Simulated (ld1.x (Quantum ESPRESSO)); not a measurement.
What one change does to a pseudopotential (Sm (Z = 62), RRKJ)

ld1.x (Quantum ESPRESSO) 7.5 input, shortened:

```
&input
   title='Sm', zed=62., rel=1, dft='PBE', iswitch=3,
   config='[Xe] 4f5 5d1 6s1 6p1'
 /
 &inputp
   pseudotype=2, tm=.false., lloc=0,
   nlcc=.false.
 /
3
5P  2  1   6.00   0.00  2.30  2.30  0.0
5D  3  2   1.00   0.00  3.55  3.55  0.0
5S  1  0   2.00   0.00  1.50  1.50  0.0
 &test
   configts(1)='5s2 5p6 5d1 6s1 6p1'
 /
```

Occupied shells without a wave of their own: 6p, 6s. They enter only through the test configuration that unscreens the potential.

Change: wave 5s (bound): rc 1.50 bohr becomes 5s (bound): rc 2.14 bohr.

Cutoffs: the cutoffs (Ry, on a coarse ladder) from which the occupation-weighted sum of valence levels, in a spherical-Bessel basis at the reference potential, stays within 10 and 1 mRy of its value at 400 Ry; they do not see the model core or the augmentation charge, which bear on the density cutoff. Errors are all-electron minus pseudo energies relative to the spin-unpolarised reference configuration.

Task: How do hardness, ghosts and transferability respond?

Result: The potential gets softer (55 Ry and 110 Ry → 30 Ry and 40 Ry); the s channel binds one level more than in the base; the miss of the reference levels goes from 0.06 to 0.98 eV; of the 7 tests that both files solve, the error grows in 6 and shrinks in 1 by more than 15 % and 0.3 meV (median size 97.7 → 1487.7 meV); neither file shows a bound ghost at the reference potential, the only one tested. A larger radius leaves more room for a smooth pseudo-wave, so fewer plane waves are needed.

| quantity | base | changed |
| --- | --- | --- |
| cutoff, loose | 55 Ry | 30 Ry |
| cutoff, tight | 110 Ry | 40 Ry |
| loose cutoff by channel (10 mRy a level) | p 12 Ry, d 10 Ry, s 50 Ry | p 12 Ry, d 10 Ry, s 18 Ry |
| bound ghosts | none | none |
| largest miss of a reference level, eV | 0.06 | 0.98 |
| error for 5s2 5p6 5d1 6s2 6p0, meV [ΔE -2.73 eV] | +41 | +872 |
| error for 5s2 5p6 5d1 6s1 6p0, meV [ΔE 3.73 eV] | -29 | +0.7 |
| error for 5s2 5p6 5d1 6s0 6p0, meV [ΔE 15.50 eV] | -143 | -1569 |
| error for 5s2 5p5 5d1 6s2 6p0, meV [ΔE 28.18 eV] | -98 | +1495 |
| error for 5s1 5p6 5d1 6s2 6p0, meV [ΔE 49.43 eV] | -144 | +1488 |
| error for 5s2 5p6 5d0 6s0 6p0, meV [ΔE 35.20 eV] | -180 | -2182 |
| error for 5s2 5p6 5d1 6s0 6p1, meV [ΔE 7.13 eV] | -80 | -1279 |
| s: phases at 3.87 bohr within 0.05 rad from the reference energy up to (Ry; the scan ends near 5) | n/a | n/a |
| p: phases at 3.87 bohr within 0.05 rad from the reference energy up to (Ry; the scan ends near 5) | 2.6 | 3.2 |
| d: phases at 3.87 bohr within 0.05 rad from the reference energy up to (Ry; the scan ends near 5) | 0.8 | 0.8 |

Changed file: These tests converged, but a pseudo level misses the all-electron one widely, so the file describes the atom poorly there or has found another state: 5s2 5p6 5d1 6s0 6p0: empty 6s by 2.0 eV; 5s2 5p6 5d0 6s0 6p0: empty 6s by 2.8 eV. The 6p, 6s levels have no wave, so the channel is fitted at the deeper level alone: the likely source of the large errors.
